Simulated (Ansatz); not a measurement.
`[CH3][In]([F])[I]` + HCl → `[CH3][In]([F])[Cl]` + HI at 500 K and 1 bar (ligand exchange at the In–I bond).

Calculated with Ansatz (gas phase, PBE0-D4/def2-TZVP geometries, no zero-point term in ΔE). CCSD(T)/CBS is the MP2 limit (def2-TZVPP, def2-QZVPP) plus CCSD(T) − MP2 in def2-TZVPP, frozen cores. This one scheme is used for every species. def2 core potentials past Kr. For I, In outer-core shells are correlated without core-valence functions, which leaves a few kJ/mol of doubt a bond.

```
             species  CCSD(T)/CBS energy (Eh)  H − E (kJ/mol)  S (J/(mol·K))
 `[CH3][In]([F])[I]`               -626.99744           140.8          438.1
                 HCl               -460.38127            32.5          201.9
`[CH3][In]([F])[Cl]`               -789.33016           141.3          417.2
                  HI               -298.03592            28.6          221.6
```

H − E and S are ideal-gas, rigid-rotor, harmonic terms from PBE0-D4/def2-TZVP, for one conformer and one mirror image of each species. 1 Eh = 2625.50 kJ/mol, R = 8.31446 J/(mol·K).

Problem. By hand: ΔE, ΔH, ΔS and ΔG.

Solution. ΔE = (-789.33016) + (-298.03592) − (-626.99744) − (-460.38127) = 0.01263 Eh = 33.2 kJ/mol. Δ(H − E) = 141.3 + 28.6 − 140.8 − 32.5 = -3.4, so ΔH = 29.8 kJ/mol. ΔS = 417.2 + 221.6 − 438.1 − 201.9 = -1.2 J/(mol·K). ΔG = 29.8 − 500 × (-1.2)/1000 = 30.4 kJ/mol.

Problem. By hand: the equilibrium constant, and the temperature at which ΔG would vanish if ΔH and ΔS stayed fixed.

Solution. log₁₀ K = −ΔG/(RT ln 10) = -3.2. ΔH and −TΔS have one sign here, so there is no such temperature.

The number of gas molecules stays the same, so ΔS is small and ΔH decides. A doubt of 5 kJ/mol in ΔE shifts log₁₀ K by 0.5 here. Other conformers and mirror images would add mixing entropy, several J/(mol·K) or more a flexible species. Modes under 60 cm⁻¹, often nearly free rotors, make the harmonic entropy too high. These are equilibria of isolated gas molecules and say nothing of rates. Largest T1 diagnostic: 0.014 (customary marks: 0.02 for closed shells, 0.045 for open ones).

ΔS is within the doubt of such terms, so its sign, and with it that verdict, could turn.
